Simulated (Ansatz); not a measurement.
One geometry of `C#CCCCCCCCCCC`, several levels of theory.

```yaml
crystal:
  periodic: [false, false, false]
  atoms:
    - {symbol: C, position_ang: [-5.284186, 2.253513, 1.180224]}
    - {symbol: C, position_ang: [-4.576981, 1.537943, 0.498584]}
    - {symbol: C, position_ang: [-3.734072, 0.655594, -0.296738]}
    - {symbol: C, position_ang: [-3.536649, -0.731149, 0.338398]}
    - {symbol: C, position_ang: [-2.754468, -1.698402, -0.552549]}
    - {symbol: C, position_ang: [-1.350133, -1.238730, -0.954886]}
    - {symbol: C, position_ang: [-0.415140, -0.955506, 0.219154]}
    - {symbol: C, position_ang: [1.010737, -0.620335, -0.212110]}
    - {symbol: C, position_ang: [1.947331, -0.340371, 0.962184]}
    - {symbol: C, position_ang: [3.405148, -0.090530, 0.571505]}
    - {symbol: C, position_ang: [3.637843, 1.167369, -0.265401]}
    - {symbol: C, position_ang: [5.112740, 1.419867, -0.559265]}
    - {symbol: H, position_ang: [-5.908962, 2.893057, 1.775426]}
    - {symbol: H, position_ang: [-2.754929, 1.144026, -0.453731]}
    - {symbol: H, position_ang: [-4.177011, 0.539485, -1.304307]}
    - {symbol: H, position_ang: [-4.527818, -1.161240, 0.560243]}
    - {symbol: H, position_ang: [-3.035969, -0.608077, 1.314372]}
    - {symbol: H, position_ang: [-3.341834, -1.897581, -1.467978]}
    - {symbol: H, position_ang: [-2.677108, -2.667478, -0.026533]}
    - {symbol: H, position_ang: [-1.412295, -0.339763, -1.597060]}
    - {symbol: H, position_ang: [-0.896832, -2.019261, -1.592884]}
    - {symbol: H, position_ang: [-0.398790, -1.833715, 0.893640]}
    - {symbol: H, position_ang: [-0.810792, -0.120027, 0.826938]}
    - {symbol: H, position_ang: [1.418360, -1.457386, -0.811811]}
    - {symbol: H, position_ang: [0.983347, 0.251011, -0.892213]}
    - {symbol: H, position_ang: [1.567110, 0.529351, 1.532101]}
    - {symbol: H, position_ang: [1.904526, -1.197152, 1.659696]}
    - {symbol: H, position_ang: [3.791832, -0.969945, 0.020567]}
    - {symbol: H, position_ang: [4.016094, -0.021407, 1.490651]}
    - {symbol: H, position_ang: [3.083528, 1.092440, -1.218083]}
    - {symbol: H, position_ang: [3.208185, 2.037867, 0.265767]}
    - {symbol: H, position_ang: [5.689993, 1.541280, 0.372639]}
    - {symbol: H, position_ang: [5.557919, 0.576245, -1.112980]}
    - {symbol: H, position_ang: [5.259250, 2.328977, -1.163569]}
basis:
  gaussian: {orbitals: def2-TZVP, initial_orbitals: start.molden}
hamiltonian: {xc: pbe0, dispersion: d4}
scf: {omitted_lower_state_checks: [starts]}
output: {forces: true, orbitals: {seedname: orbitals}}
```

The file start.molden holds the orbitals of an earlier run on this structure, at another level or in another basis.

```sh
$ ansatz run in.yaml --threads 4 --pin off --events-out ev --progress --plain --max-ram 6963MiB
```

Shortened log:

```
Functional definition: PBE0
  name "PBE0"
  cite "Adamo & Barone, J. Chem. Phys. 110, 6158 (1999) doi:10.1063/1.478522"
  cite "Perdew, Burke & Ernzerhof, Phys. Rev. Lett. 77, 3865 (1996) doi:10.1103/PhysRevLett.77.3865"
  parent pbe
  parameter a = 0.25
  parameter kappa = 0.804
  parameter beta = 0.06672455060314922
  exchange = (1 - a)*pbe_x(kappa = kappa, mu = beta*pi^2/3) + a*exact_x
  correlation = pbe_c(beta = beta)
these checks for a lower state are left out or cut short: starts
3128 factors; their error is unknown
mean field evaluation 1: about -12784.6499 eV, gradient 1.6e2 eV
mean field evaluation 2: about -12790.5737 eV, gradient 5.0e0 eV
mean field evaluation 4: about -12790.5711 eV, gradient 9.5e-1 eV
mean field evaluation 8: about -12790.5724 eV, gradient 9.6e-6 eV
mean field -12790.57244038 eV, -470.0448674226 hartree, gradient 9.6e-6 eV, S^2 0.000000; 0 other end points of the search recorded, 0 dependent functions left out
the calculation of the forces begins
reference -12790.57249831 eV, -470.0448695514 hartree; 47, 47 occupied and 457, 457 virtual orbitals, 3128 factors
Total energy: -12791.23386687 eV, -470.0691743976 hartree
Atom 0 at    -5.284186     2.253513     1.180224 Å, force     0.648125    -0.647135    -0.629478 eV/Å
Atom 1 at    -4.576981     1.537943     0.498584 Å, force    -0.751017     0.723534     0.744846 eV/Å
Atom 2 at    -3.734072     0.655594    -0.296738 Å, force     0.130117    -0.007520    -0.213262 eV/Å
Atom 3 at    -3.536649    -0.731149     0.338398 Å, force    -0.073193     0.017375     0.172808 eV/Å
Atom 4 at    -2.754468    -1.698402    -0.552549 Å, force    -0.052290    -0.115862    -0.036547 eV/Å
Atom 5 at    -1.350133    -1.238730    -0.954886 Å, force     0.076545     0.036662    -0.154950 eV/Å
Atom 6 at    -0.415140    -0.955506     0.219154 Å, force    -0.042052    -0.005083     0.186384 eV/Å
Atom 7 at     1.010737    -0.620335    -0.212110 Å, force     0.042836     0.005308    -0.188310 eV/Å
Atom 8 at     1.947331    -0.340371     0.962184 Å, force    -0.080112     0.020521     0.148225 eV/Å
Atom 9 at     3.405148    -0.090530     0.571505 Å, force     0.133849    -0.105397     0.019340 eV/Å
Atom 10 at     3.637843     1.167369    -0.265401 Å, force    -0.176845     0.090832    -0.049222 eV/Å
Atom 11 at     5.112740     1.419867    -0.559265 Å, force     0.139223    -0.002948    -0.007337 eV/Å
Atom 12 at    -5.908962     2.893057     1.775426 Å, force     0.226529    -0.232394    -0.212210 eV/Å
Atom 13 at    -2.754929     1.144026    -0.453731 Å, force    -0.292112    -0.140827     0.068198 eV/Å
Atom 14 at    -4.177011     0.539485    -1.304307 Å, force     0.099443     0.037019     0.307892 eV/Å
Atom 15 at    -4.527818    -1.161240     0.560243 Å, force     0.276355     0.122351    -0.078508 eV/Å
Atom 16 at    -3.035969    -0.608077     1.314372 Å, force    -0.131306    -0.031336    -0.299603 eV/Å
Atom 17 at    -3.341834    -1.897581    -1.467978 Å, force     0.166439     0.069296     0.249186 eV/Å
Atom 18 at    -2.677108    -2.667478    -0.026533 Å, force    -0.014168     0.277205    -0.137117 eV/Å
Atom 19 at    -1.412295    -0.339763    -1.597060 Å, force     0.005992    -0.248568     0.200502 eV/Å
Atom 20 at    -0.896832    -2.019261    -1.592884 Å, force    -0.126888     0.201349     0.186704 eV/Å
Atom 21 at    -0.398790    -1.833715     0.893640 Å, force     0.004096     0.237625    -0.200853 eV/Å
Atom 22 at    -0.810792    -0.120027     0.826938 Å, force     0.109637    -0.234091    -0.182317 eV/Å
Atom 23 at     1.418360    -1.457386    -0.811811 Å, force    -0.115978     0.223916     0.180095 eV/Å
Atom 24 at     0.983347     0.251011    -0.892213 Å, force     0.008988    -0.238894     0.204531 eV/Å
Atom 25 at     1.567110     0.529351     1.532101 Å, force     0.108719    -0.232678    -0.172002 eV/Å
Atom 26 at     1.904526    -1.197152     1.659696 Å, force     0.022617     0.227442    -0.199761 eV/Å
Atom 27 at     3.791832    -0.969945     0.020567 Å, force    -0.117455     0.249453     0.143172 eV/Å
Atom 28 at     4.016094    -0.021407     1.490651 Å, force    -0.178614    -0.007624    -0.248465 eV/Å
Atom 29 at     3.083528     1.092440    -1.218083 Å, force     0.167746     0.008667     0.272706 eV/Å
Atom 30 at     3.208185     2.037867     0.265767 Å, force     0.136701    -0.245738    -0.140367 eV/Å
Atom 31 at     5.689993     1.541280     0.372639 Å, force    -0.165760    -0.031883    -0.245586 eV/Å
Atom 32 at     5.557919     0.576245    -1.112980 Å, force    -0.131105     0.223555     0.147153 eV/Å
Atom 33 at     5.259250     2.328977    -1.163569 Å, force    -0.055061    -0.244132     0.164154 eV/Å
Dipole moment:     0.128340    -0.154497    -0.075873 e Å
Checks for a lower state left out: starts
```

It took 24 s on 4 threads of Intel Xeon Platinum 8488C on a shared host, peak host memory 2.6 GiB.

First input, but with `gaussian: {orbitals: def2-SVP, initial_orbitals: start.molden}`, `hamiltonian: {xc: pbe, dispersion: d4}`, `output: {orbitals: {seedname: orbitals}}` (abridged; 3 s):

```
Functional definition: PBE
mean field -12774.57284645 eV, -469.4568931906 hartree, gradient 2.4e-5 eV, S^2 0.000000
Total energy: -12775.34991581 eV, -469.4854499629 hartree
Checks for a lower state left out: starts
```

First input, but with `hamiltonian: {xc: {name: B97M-V}}`, `output: {orbitals: {seedname: orbitals}}` (abridged; 25 s):

```
Functional definition: B97M-V
mean field -12806.90655881 eV, -470.6451352032 hartree, gradient 2.2e-5 eV, S^2 0.000000
Total energy: -12806.90666627 eV, -470.6451391522 hartree
Checks for a lower state left out: starts
```

As the first input, with `gaussian: {orbitals: STO-3G}`, `hamiltonian: {xc: hf}`, `output: {orbitals: {seedname: orbitals}}` (abridged; 0.6 s):

```
Functional definition: HF
mean field -12562.19261059 eV, -461.6520634793 hartree, gradient 3.3e-5 eV, S^2 0.000000
Total energy: -12562.19261059 eV, -461.6520634793 hartree
Checks for a lower state left out: starts
```

The first input with `hamiltonian: {xc: pbe, dispersion: d4}` (abridged; 8.5 s):

```
Functional definition: PBE
mean field -12788.28370958 eV, -469.9607581171 hartree, gradient 2.0e-5 eV, S^2 0.000000
Total energy: -12789.06080237 eV, -469.9893157504 hartree
Atom 0 force     0.099070    -0.097407    -0.096388 eV/Å
Atom 1 force    -0.158350     0.151928     0.157917 eV/Å
Atom 2 force     0.008746     0.102462    -0.085763 eV/Å
Atom 3 force    -0.060692    -0.025626     0.149029 eV/Å
Atom 4 force    -0.049676    -0.110169    -0.040898 eV/Å
Atom 5 force     0.054389     0.019192    -0.124281 eV/Å
Atom 6 force    -0.033286    -0.003099     0.129150 eV/Å
Atom 7 force     0.030599     0.008175    -0.131968 eV/Å
Atom 8 force    -0.051490     0.006184     0.121451 eV/Å
Atom 9 force     0.102141    -0.081731     0.031258 eV/Å
Atom 10 force    -0.131280     0.077506    -0.046684 eV/Å
Atom 11 force     0.128283     0.017988    -0.020603 eV/Å
Atom 12 force     0.084080    -0.087544    -0.076353 eV/Å
Atom 13 force    -0.055278    -0.033331     0.011785 eV/Å
Atom 14 force     0.012201     0.003187     0.058186 eV/Å
Atom 15 force     0.054748     0.028746    -0.018356 eV/Å
Atom 16 force    -0.026148    -0.003739    -0.075896 eV/Å
Atom 17 force     0.030026     0.015253     0.044874 eV/Å
Atom 18 force    -0.000038     0.053224    -0.024701 eV/Å
Atom 19 force    -0.002804    -0.050610     0.049879 eV/Å
Atom 20 force    -0.021874     0.032805     0.035056 eV/Å
Atom 21 force     0.005200     0.044646    -0.042883 eV/Å
Atom 22 force     0.022962    -0.052401    -0.038207 eV/Å
Atom 23 force    -0.023334     0.039998     0.039018 eV/Å
Atom 24 force     0.005583    -0.047991     0.044269 eV/Å
Atom 25 force     0.022739    -0.040966    -0.037664 eV/Å
Atom 26 force     0.005960     0.038772    -0.035611 eV/Å
Atom 27 force    -0.025290     0.049997     0.024261 eV/Å
Atom 28 force    -0.032028     0.001926    -0.044688 eV/Å
Atom 29 force     0.035700    -0.000500     0.059988 eV/Å
Atom 30 force     0.031982    -0.049614    -0.025820 eV/Å
Atom 31 force    -0.030044    -0.004821    -0.045205 eV/Å
Atom 32 force    -0.023938     0.042659     0.025556 eV/Å
Atom 33 force    -0.008859    -0.045100     0.030292 eV/Å
Dipole moment:     0.132406    -0.156737    -0.079192 e Å
Checks for a lower state left out: starts
```

Geometry: r2SCAN-D4/def2-SVP.
